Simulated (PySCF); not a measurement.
HAlCl$_{2}$, singlet, geometry from GFN2-xTB (such geometries of metal compounds can be far from the true shape). Base run: PBE0/def2-SVP in PySCF.

Input for PySCF:
```python
from pyscf import gto, scf, dft, solvent

mol = gto.M(
    atom='''
Al   -0.410061   -0.462672    0.164351
H    -1.385366   -1.563110    0.555250
Cl    1.444473   -0.509083    0.971402
Cl   -1.049404    0.954839   -1.129745
''',
    basis='def2-svp',
    charge=0,
    spin=0,
    verbose=4,
)

mf = dft.RKS(mol)
mf.xc = 'pbe0'
mf.kernel()
```

Base: dipole (D) 0.53; HOMO-LUMO gap (eV) 8.01.

A changed run: ΔE vs base (kJ/mol) -10.74; dipole (D) 0.66; HOMO-LUMO gap (eV) 8.27.

### Question
Name the change that produced these shifts.
A) model = IEF-PCM; solvent = acetonitrile; vdw_scale = 1.4
B) model = IEF-PCM; solvent = acetonitrile; vdw_scale = 1.1
C) model = ddCOSMO; solvent = acetonitrile
D) model = IEF-PCM; solvent = 2-propanol
E) model = SS(V)PE; solvent = acetonitrile

### Answer
C, model = ddCOSMO; solvent = acetonitrile

The base is the gas phase, so ΔE is the electrostatic part of solvation at a fixed geometry, without cavity and dispersion terms.
